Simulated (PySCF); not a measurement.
B(Et)(OMe)(NH2), C₃H₁₀BNO, SMILES CCB(N)OC, singlet at its GFN2-xTB optimised geometry (Å):

```
16

B     -0.7078     0.0545     0.0000
C     -1.4353    -1.3720    -0.0124
C     -2.0951    -1.6806    -1.3605
H     -2.2025    -1.4152     0.7639
H     -0.7147    -2.1593     0.2085
H     -1.3490    -1.6916    -2.1514
H     -2.8389    -0.9256    -1.6071
H     -2.5870    -2.6516    -1.3395
O      0.6516     0.0545     0.0000
C      1.4270     1.2243    -0.0061
H      1.2282     1.8376     0.8793
H      2.4763     0.9241    -0.0010
H      1.2334     1.8248    -0.9014
N     -1.4730     1.2314     0.0000
H     -2.4763     1.2246    -0.0003
H     -1.0874     2.1593    -0.0137
```

Computed with B3LYP/def2-TZVP run with PySCF 2.14.0. Cells within 0.4 Å of a nucleus heavier than hydrogen are left out (blank, or x).

Map of the log10 of the electron density (e/bohr³), floored at −4 on the plane z = 0.0 Å:

```
|00000000000000000000000000000|
|00000000000000000000000000000|
|00000000000000000000000000000|
|00000000112211001111000000000|
|00000001233332112222210000000|
|00000123445543333443321000000|
|00001234567764344555432210000|
|00012345678875445666554321000|
|00124567789875456787765432100|
|001346788x9876557898876543100|
|002357999xx9765678xx988653200|
|001356889xx9766788xx999754200|
|00124567889887789988888653200|
|00023456678xx889x987766543100|
|00012345677xxx9xxx87555432100|
|000123456788x889x986543321000|
|00123456788887778875432100000|
|00123567889876666654321000000|
|001245678xx876554443210000000|
|001245678xx887543322100000000|
|00123567788887543211000000000|
|00123456677887542100000000000|
|00123345566776532100000000000|
|00012334445555431000000000000|
|00011223333443321000000000000|
|00001111222222110000000000000|
|00000000001110000000000000000|
|00000000000000000000000000000|
|00000000000000000000000000000|
```
Scale: ten equal steps from -4.00 (start of '0') to -0.190 (end of '9'), in the order '0123456789'; x runs from -4.50 to 4.50, y from -4.50 (bottom) to 4.50 (top).
